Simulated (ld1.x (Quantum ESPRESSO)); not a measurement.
# What one change does to a pseudopotential (Br, ultrasoft)

Br, ultrasoft, made with ld1.x (Quantum ESPRESSO) 7.5 (PBEsol, scalar-relativistic). Core [Ar] 3d10, reference 4s2 4p5. Waves: 4s (bound): rcut 1.15, rcutus 1.60 bohr; 4s channel at -1.15 Ry: rcut 1.15, rcutus 1.60 bohr; 4p (bound): rcut 1.45, rcutus 1.60 bohr; 4p channel at -0.05 Ry: rcut 1.45, rcutus 1.60 bohr. Local part: all-electron potential smoothed inside 1.20 bohr (lloc = -1). Core correction: none. Augmentation charge: built from norm-conserving waves at rcut, not smoothed further.

Change: local potential all-electron potential smoothed inside 1.35 bohr (lloc = -1).

Cutoffs: the cutoffs (Ry, on a coarse ladder) from which the occupation-weighted sum of valence levels, in a spherical-Bessel basis at the reference potential, stays within 10 and 1 mRy of its value at 400 Ry; they do not see the model core or the augmentation charge, which bear on the density cutoff. Errors are all-electron minus pseudo energies relative to the spin-unpolarised reference configuration.

**Question.** How do hardness, ghosts and transferability respond?

**Answer.** The potential gets neither clearly harder nor softer (15 Ry and 35 Ry → 15 Ry and 35 Ry); of the 7 tests that both files solve, the error grows in 0 and shrinks in 2 by more than 15 % and 0.3 meV (median size 5.1 → 4.0 meV); the range in which the s phases agree widens (upper end 3.4 → at the end of the scan); neither file shows a bound ghost.

| quantity | base | changed |
| --- | --- | --- |
| cutoff, loose | 15 Ry | 15 Ry |
| cutoff, tight | 35 Ry | 35 Ry |
| bound ghosts | none | none |
| error for 4s2 4p4, meV [ΔE 12.55 eV] | -4.0 | -4.0 |
| error for 4s2 4p3, meV [ΔE 35.32 eV] | -14 | -15 |
| error for 4s2 4p2, meV [ΔE 69.33 eV] | -31 | -32 |
| error for 4s2 4p5.3, meV [ΔE -1.96 eV] | +0.2 | +0.2 |
| error for 4s1 4p6, meV [ΔE 12.38 eV] | +8.5 | +6.8 |
| error for 4s2 4p4.5, meV [ΔE 5.07 eV] | -1.3 | -1.3 |
| error for 4s1 4p5, meV [ΔE 25.56 eV] | +5.1 | +3.8 |
| s: phases at 1.76 bohr within 0.05 rad from the reference energy up to (Ry; the scan ends near 5) | 3.4 | to the end of the scan |
| p: phases at 1.76 bohr within 0.05 rad from the reference energy up to (Ry; the scan ends near 5) | to the end of the scan | to the end of the scan |
| lowest overlap eigenvalue by channel | s 0.32, p 0.42 | s 0.34, p 0.45 |
